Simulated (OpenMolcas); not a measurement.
## Computed transition rates of N II

| Item | Value |
| --- | --- |
| Program | OpenMolcas |
| Method | SS-CASPT2, IPEA 0.25 Eh, imaginary shift 0.1 Eh (closed shells correlated: 1s) |
| Basis | ANO-RCC-VQZP [5s4p3d2f1g] |
| Scalar Hamiltonian | DKH2, point nucleus |
| Active space | 4 electrons in 8 orbitals (2s 2p 3s 3p) |
| State averaging | 2S+1 = 3 even, 3 roots; 2S+1 = 1 even, 6 roots; 2S+1 = 5 odd, 1 root; 2S+1 = 3 odd, 9 roots; 2S+1 = 1 odd, 8 roots |
| Spin-orbit coupling | RASSI with atomic mean-field integrals over the reference wave functions, term energies averaged over their components |

Rates come from the transition moments of the reference wave functions (E1 and E2 in the length form). At fixed line strength A goes as λ^-3 for E1 and M1 and as λ^-5 for E2, so a rate at the computed wavelength can be rescaled to the measured one. Measured vacuum wavelengths follow from level energies in NIST Handbook of Basic Atomic Spectroscopic Data. Branching counts decays inside the model space alone, at computed energies, and the table is only a selection of the E1 lines, drawn from those between levels with measured partners whose computed energy lies within a factor of 1.5 of the measured one.

```csv
Upper,Lower,Type,λ computed (nm),λ measured (nm),A computed (s-1),A rescaled (s-1),Branching %
2s 2p3 1D* 2,2s2 2p2 1D2,E1,76.56,77.6,5.31e+09,5.10e+09,100.0
2s 2p3 3P* 0,2s2 2p2 3P1,E1,92.13,91.6,1.99e+09,2.02e+09,100.0
2s 2p3 3P* 2,2s2 2p2 3P2,E1,92.2,91.67,1.49e+09,1.52e+09,75.2
2s 2p3 3P* 1,2s2 2p2 3P2,E1,92.2,91.67,8.24e+08,8.38e+08,41.5
2s 2p3 3P* 1,2s2 2p2 3P0,E1,92.09,91.56,6.60e+08,6.72e+08,33.2
2s 2p3 3D* 3,2s2 2p2 3P2,E1,110.6,108.6,6.33e+08,6.69e+08,100.0
2s 2p3 3P* 1,2s2 2p2 3P1,E1,92.13,91.6,5.02e+08,5.11e+08,25.3
2s 2p3 3P* 2,2s2 2p2 3P1,E1,92.12,91.6,4.91e+08,4.99e+08,24.8
2s 2p3 3D* 2,2s2 2p2 3P1,E1,110.5,108.5,4.79e+08,5.06e+08,75.6
2s 2p3 3D* 1,2s2 2p2 3P0,E1,110.5,108.4,3.55e+08,3.76e+08,56.0
2s 2p3 3D* 1,2s2 2p2 3P1,E1,110.5,108.5,2.63e+08,2.78e+08,41.4
2s 2p3 3D* 2,2s2 2p2 3P2,E1,110.6,108.6,1.55e+08,1.64e+08,24.4
2s 2p3 3D* 1,2s2 2p2 3P2,E1,110.6,108.6,1.70e+07,1.80e+07,2.7
2s 2p3 5S* 2,2s2 2p2 3P2,E1,222.1,214.3,2.02e+02,,74.8
2s 2p3 5S* 2,2s2 2p2 3P1,E1,221.6,214,6.82e+01,,25.2
```

Spin-changing lines and M1 lines between different terms are not rescaled, since their strength hangs on the term gaps too.

The largest correction is for 2s 2p3 3D* 1 → 2s2 2p2 3P0 (E1): 3.55e+08 × (110.5 / 108.4)^3 = 3.76e+08 s-1, a factor of 1.06.

The computed rate and branching of 2s 2p3 3P* 0 → 2s2 2p2 3P1 give the upper level a radiative lifetime of 1.000 / 1.99e+09 s-1 = 5.03e-10 s, counting decays inside the model space alone. The rescaled rate gives about 4.9e-10 s.

The computed order of these levels differs from the measured one in 3 places, and where term gaps are wrong the rates of spin-changing lines can be off by large factors.

No measured rate stands beside these. Rescaling mends the energy factor alone: line strengths can still be far off where a level mixes with configurations outside the active space, and weak or spin-changing lines hang on small mixing coefficients that depend on the term gaps too, so rescaling need not improve them.

Term energies are means over components that CASPT2 splits; among the terms shown or strongly mixed into the levels shown the widest spread is 69 cm-1 (2s 2p3 3D*). The run also gave levels led by 2s2 2p 3s, which use shells meant for correlation; these and all levels above them are left out. Measured partners are found by configuration, term and J. A level has none where our copy of the source lacks it or the pairing is in doubt (some pairs that miss far off the trend of their configuration count as doubtful). Only configurations of the active space appear.

* marks odd parity.
